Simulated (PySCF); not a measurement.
**Fractional electron number in Co+ (cobalt, charge +1)**

The 3d beta orbital of [Ar] 3d8 is emptied in steps (occupation f), with all orbitals relaxed, ending at [Ar] 3d7. Calculation: PySCF 2.14, in def2-TZVP (6s4p4d1f, 45 functions); no relativity, point nucleus. The exact energy is a straight line in f; departures are measured from the line between the end points of the same method.

Among PBE0, r2SCAN, LC-wPBE, which shows the largest delocalisation error (convex curve), and which is closest to linear?

Most convex: r2SCAN (-1.576 eV at f = 0.5); closest to linear: LC-wPBE (-0.444 eV).

```json
{"f": "1", "PBE0 (eV)": "0.000", "r2SCAN (eV)": "0.000", "LC-wPBE (eV)": "0.000"}
{"f": "0.75", "PBE0 (eV)": "-0.797", "r2SCAN (eV)": "-1.169", "LC-wPBE (eV)": "-0.317"}
{"f": "0.5", "PBE0 (eV)": "-1.083", "r2SCAN (eV)": "-1.576", "LC-wPBE (eV)": "-0.444"}
{"f": "0.25", "PBE0 (eV)": "-0.825", "r2SCAN (eV)": "-1.191", "LC-wPBE (eV)": "-0.347"}
{"f": "0", "PBE0 (eV)": "0.000", "r2SCAN (eV)": "0.000", "LC-wPBE (eV)": "0.000"}
```

```json
{"method": "PBE0", "E(f=0) − E(f=1) (eV)": "17.670", "−ε at f=1 (eV)": "13.511", "−ε at f=0.5 (eV)": "17.594"}
{"method": "r2SCAN", "E(f=0) − E(f=1) (eV)": "17.840", "−ε at f=1 (eV)": "11.691", "−ε at f=0.5 (eV)": "17.780"}
{"method": "LC-wPBE", "E(f=0) − E(f=1) (eV)": "17.989", "−ε at f=1 (eV)": "16.391", "−ε at f=0.5 (eV)": "17.906"}
```

Reference removal energy between the ground levels: 17.084 eV (measured; NIST Atomic Spectra Database, ionization energies). The calculation has no spin-orbit coupling. The determinant left behind need not be the lowest term of the ion.
